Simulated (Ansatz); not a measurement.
Ansatz (a first-principles code) input for H₂I₂O₂Si, SMILES O[Si](O)(I)I, PBE0-D3(BJ)/def2-SVP. 

Ansatz 0.2 input:
```yaml
crystal:
  periodic: [false, false, false]
  atoms:
    - {symbol: O, position_ang: [-0.09590723, 1.39458456, -1.82122766]}
    - {symbol: Si, position_ang: [0.00000000, -0.00000000, -0.91620592]}
    - {symbol: O, position_ang: [0.09590723, -1.39458456, -1.82122766]}
    - {symbol: I, position_ang: [-2.04563741, 0.00159824, 0.43801799]}
    - {symbol: I, position_ang: [2.04563741, -0.00159824, 0.43801799]}
    - {symbol: H, position_ang: [0.74839014, 1.66128003, -2.23169063]}
    - {symbol: H, position_ang: [-0.74839014, -1.66128003, -2.23169063]}
basis:
  gaussian:
    orbitals: def2-SVP
hamiltonian:
  xc: pbe0
  dispersion: d3bj
relax: {f_tol: 0.002, max_steps: 200}
```

Program output:

```
WARN ansatz: RAYON_NUM_THREADS=1 ignored (pool sized by the plan → 1); use --threads N
Functional definition: PBE0
integrals: 0.07 GiB planned
1305 factors; integrals over basis functions are off by at most 3.2e-4 eV
mean field: 0.65 GiB planned
mean field evaluation 1: about -28191.2487 eV, gradient 6.2e1 eV
mean field evaluation 2: about -28178.6458 eV, gradient 1.0e2 eV
mean field evaluation 4: about -28197.8794 eV, gradient 2.2e0 eV
mean field evaluation 8: about -28197.9020 eV, gradient 5.1e-2 eV
mean field evaluation 16: about -28197.9021 eV, gradient 7.0e-6 eV
mean field -28197.90205218 eV, -1036.2537871931 hartree, gradient 7.0e-6 eV, S^2 0.000000; 0 other end points of the search recorded, 0 dependent functions left out
the calculation of the forces begins
reference -28197.90207548 eV, -1036.2537880494 hartree; 41, 41 occupied and 67, 67 virtual orbitals, 1305 factors
relax step   1: F+E_penalty+E_count = -28198.13245199 eV  Δ(F+E_penalty+E_count) = +0.000e0 eV  max|allowed force component| = 5.530e-1 eV/Å  Δτ_max = 0.0000 Å  (29 SCF iters, accepted)
these checks for a lower state are left out or cut short: starts, cluster_reference, orbital_swaps, neighbouring_geometries, increment
integrals: 0.07 GiB planned
1305 factors; integrals over basis functions are off by at most 3.2e-4 eV
mean field: 0.65 GiB planned
mean field -28197.91467132 eV, -1036.2542509381 hartree, gradient 6.3e-6 eV, S^2 0.000000; 0 other end points of the search recorded, 0 dependent functions left out
the calculation of the forces begins
reference -28197.91469449 eV, -1036.2542517896 hartree; 41, 41 occupied and 67, 67 virtual orbitals, 1305 factors
relax step   2: F+E_penalty+E_count = -28198.14818323 eV  Δ(F+E_penalty+E_count) = -1.573e-2 eV  max|allowed force component| = 4.919e-1 eV/Å  Δτ_max = 0.0454 Å  (32 SCF iters, accepted)
these checks for a lower state are left out or cut short: starts, cluster_reference, orbital_swaps, neighbouring_geometries, increment
integrals: 0.07 GiB planned
1305 factors; integrals over basis functions are off by at most 3.2e-4 eV
mean field: 0.65 GiB planned
mean field evaluation 32: about -28197.9235 eV, gradient 6.2e-6 eV
mean field -28197.92348746 eV, -1036.2545749253 hartree, gradient 6.2e-6 eV, S^2 0.000000; 0 other end points of the search recorded, 0 dependent functions left out
the calculation of the forces begins
reference -28197.92351069 eV, -1036.2545757788 hartree; 41, 41 occupied and 67, 67 virtual orbitals, 1305 factors
relax step   3: F+E_penalty+E_count = -28198.15610600 eV  Δ(F+E_penalty+E_count) = -7.923e-3 eV  max|allowed force component| = 1.578e-1 eV/Å  Δτ_max = 0.0221 Å  (33 SCF iters, accepted)
these checks for a lower state are left out or cut short: starts, cluster_reference, orbital_swaps, neighbouring_geometries, increment
integrals: 0.07 GiB planned
1305 factors; integrals over basis functions are off by at most 3.1e-4 eV
mean field: 0.65 GiB planned
mean field -28197.92461050 eV, -1036.2546161961 hartree, gradient 6.5e-6 eV, S^2 0.000000; 0 other end points of the search recorded, 0 dependent functions left out
the calculation of the forces begins
reference -28197.92463391 eV, -1036.2546170565 hartree; 41, 41 occupied and 67, 67 virtual orbitals, 1305 factors
relax step   4: F+E_penalty+E_count = -28198.15666422 eV  Δ(F+E_penalty+E_count) = -5.582e-4 eV  max|allowed force component| = 1.365e-1 eV/Å  Δτ_max = 0.0294 Å  (33 SCF iters, accepted)
these checks for a lower state are left out or cut short: starts, cluster_reference, orbital_swaps, neighbouring_geometries, increment
integrals: 0.07 GiB planned
1305 factors; integrals over basis functions are off by at most 3.2e-4 eV
mean field: 0.65 GiB planned
mean field -28197.92634270 eV, -1036.2546798534 hartree, gradient 6.3e-6 eV, S^2 0.000000; 0 other end points of the search recorded, 0 dependent functions left out
the calculation of the forces begins
reference -28197.92636603 eV, -1036.2546807106 hartree; 41, 41 occupied and 67, 67 virtual orbitals, 1305 factors
relax step   5: F+E_penalty+E_count = -28198.15859168 eV  Δ(F+E_penalty+E_count) = -1.927e-3 eV  max|allowed force component| = 3.836e-2 eV/Å  Δτ_max = 0.0159 Å  (33 SCF iters, accepted)
these checks for a lower state are left out or cut short: starts, cluster_reference, orbital_swaps, neighbouring_geometries, increment
integrals: 0.07 GiB planned
1305 factors; integrals over basis functions are off by at most 3.2e-4 eV
mean field: 0.65 GiB planned
mean field -28197.92644735 eV, -1036.2546836989 hartree, gradient 8.9e-5 eV, S^2 0.000000; 0 other end points of the search recorded, 0 dependent functions left out
the calculation of the forces begins
reference -28197.92647067 eV, -1036.2546845561 hartree; 41, 41 occupied and 67, 67 virtual orbitals, 1305 factors
relax step   6: F+E_penalty+E_count = -28198.15867666 eV  Δ(F+E_penalty+E_count) = -8.498e-5 eV  max|allowed force component| = 1.653e-2 eV/Å  Δτ_max = 0.0017 Å  (23 SCF iters, accepted)
these checks for a lower state are left out or cut short: starts, cluster_reference, orbital_swaps, neighbouring_geometries, increment
integrals: 0.07 GiB planned
1305 factors; integrals over basis functions are off by at most 3.2e-4 eV
mean field: 0.65 GiB planned
mean field -28197.92651612 eV, -1036.2546862263 hartree, gradient 2.0e-5 eV, S^2 0.000000; 0 other end points of the search recorded, 0 dependent functions left out
the calculation of the forces begins
reference -28197.92653945 eV, -1036.2546870836 hartree; 41, 41 occupied and 67, 67 virtual orbitals, 1305 factors
relax step   7: F+E_penalty+E_count = -28198.15872185 eV  Δ(F+E_penalty+E_count) = -4.518e-5 eV  max|allowed force component| = 5.470e-3 eV/Å  Δτ_max = 0.0029 Å  (25 SCF iters, accepted)
these checks for a lower state are left out or cut short: starts, cluster_reference, orbital_swaps, neighbouring_geometries, increment
integrals: 0.07 GiB planned
1305 factors; integrals over basis functions are off by at most 3.2e-4 eV
mean field: 0.65 GiB planned
mean field evaluation 64: about -28197.9265 eV, gradient 5.4e-5 eV
mean field -28197.92651778 eV, -1036.2546862872 hartree, gradient 5.4e-5 eV, S^2 0.000000; 0 other end points of the search recorded, 0 dependent functions left out
the calculation of the forces begins
reference -28197.92654110 eV, -1036.2546871445 hartree; 41, 41 occupied and 67, 67 virtual orbitals, 1305 factors
relax step   8: F+E_penalty+E_count = -28198.15872823 eV  Δ(F+E_penalty+E_count) = -6.379e-6 eV  max|allowed force component| = 5.943e-3 eV/Å  Δτ_max = 0.0019 Å  (22 SCF iters, accepted)
these checks for a lower state are left out or cut short: starts, cluster_reference, orbital_swaps, neighbouring_geometries, increment
integrals: 0.07 GiB planned
1305 factors; integrals over basis functions are off by at most 3.2e-4 eV
mean field: 0.65 GiB planned
mean field -28197.92651209 eV, -1036.2546860781 hartree, gradient 9.4e-6 eV, S^2 0.000000; 0 other end points of the search recorded, 0 dependent functions left out
the calculation of the forces begins
reference -28197.92653541 eV, -1036.2546869353 hartree; 41, 41 occupied and 67, 67 virtual orbitals, 1305 factors
relax step   9: F+E_penalty+E_count = -28198.15874042 eV  Δ(F+E_penalty+E_count) = -1.219e-5 eV  max|allowed force component| = 3.159e-3 eV/Å  Δτ_max = 0.0061 Å  (25 SCF iters, accepted)
these checks for a lower state are left out or cut short: starts, cluster_reference, orbital_swaps, neighbouring_geometries, increment
integrals: 0.07 GiB planned
1305 factors; integrals over basis functions are off by at most 3.2e-4 eV
mean field: 0.65 GiB planned
mean field -28197.92650199 eV, -1036.2546857071 hartree, gradient 2.0e-5 eV, S^2 0.000000; 0 other end points of the search recorded, 0 dependent functions left out
the calculation of the forces begins
reference -28197.92652531 eV, -1036.2546865642 hartree; 41, 41 occupied and 67, 67 virtual orbitals, 1305 factors
relax step  10: F+E_penalty+E_count = -28198.15874435 eV  Δ(F+E_penalty+E_count) = -3.934e-6 eV  max|allowed force component| = 7.492e-4 eV/Å  Δτ_max = 0.0040 Å  (25 SCF iters, accepted)
integrals: 0.07 GiB planned
1305 factors; integrals over basis functions are off by at most 3.2e-4 eV
mean field: 0.65 GiB planned
mean field evaluation 96: about -28197.9265 eV, gradient 2.0e-5 eV
mean field -28197.92650199 eV, -1036.2546857071 hartree, gradient 2.0e-5 eV, S^2 0.000000; 1 other end points of the search recorded, 0 dependent functions left out
the calculation of the forces begins
reference -28197.92652531 eV, -1036.2546865642 hartree; 41, 41 occupied and 67, 67 virtual orbitals, 1305 factors
Total energy: -28198.15876768 eV, -1036.2632213137 hartree
Atom 0 at    -0.083549     1.376497    -1.812498 Å, force    -0.000422     0.000105     0.000513 eV/Å
Atom 1 at    -0.000000     0.000000    -0.913860 Å, force     0.000000    -0.000000    -0.000749 eV/Å
Atom 2 at     0.083549    -1.376497    -1.812498 Å, force     0.000422    -0.000105     0.000513 eV/Å
Atom 3 at    -2.022501     0.004128     0.434682 Å, force    -0.000429    -0.000185    -0.000246 eV/Å
Atom 4 at     2.022501    -0.004129     0.434682 Å, force     0.000429     0.000185    -0.000246 eV/Å
Atom 5 at     0.734182     1.658663    -2.238257 Å, force     0.000419    -0.000345     0.000108 eV/Å
Atom 6 at    -0.734182    -1.658663    -2.238257 Å, force    -0.000419     0.000345     0.000108 eV/Å
Dipole moment:     0.000000     0.000000    -0.368744 e Å
```

The run converged.
